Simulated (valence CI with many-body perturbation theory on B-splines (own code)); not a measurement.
**Which ion has this spectrum?**

A relativistic CI+MBPT calculation for an atom or ion with 33 electrons gives these levels (cm⁻¹):

```
  J  Parity        E     g
3/2     odd        0  1.36
3/2     odd   898901  1.46
5/2     odd   945483  1.19
1/2     odd  1004270  0.66
3/2    even  1328304  0.79
5/2    even  1573658  1.24
5/2    even  1767014  1.44
1/2    even  1881999  2.10
3/2    even  1898315  1.17
3/2     odd  1911637  1.31
5/2    even  2221593  0.96
3/2    even  2225271  0.91
1/2    even  2227255  0.20
7/2    even  2268624  1.04
```

The energies are calculated, and their last digits are not significant.

Q: Which is it?
A. Ir44+
B. W41+
C. Hg47+
D. Pt45+

A: A. Ir44+, ground level (4s^2 4p1/2^2 4p3/2) J=3/2.
